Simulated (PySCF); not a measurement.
Be(H)(OH) (BeH2O), SMILES [BeH][OH].

Geometry: B3LYP-D3(BJ)/def2-TZVPD.

Vertical ionisation energy (IE) and electron affinity (EA) in eV. Rows of orbital energies are one-electron estimates. Where ΔSCF, EOM or ADC give a negative EA the extra electron is unbound and the value depends on the basis.

```csv
level,IE,EA
"−ε(HOMO), −ε(LUMO), HF/def2-TZVPD (PySCF)",12.57,-1.21
"−ε(HOMO), −ε(LUMO), r2SCAN/def2-TZVPD (PySCF)",(withheld),(withheld)
```

Task: What belongs in the gaps? (The exact figures need the calculation; the answer reports its results.)

Result: 
- −ε(HOMO), −ε(LUMO), r2SCAN/def2-TZVPD (PySCF), IE: 8.06
- −ε(HOMO), −ε(LUMO), r2SCAN/def2-TZVPD (PySCF), EA: 0.05
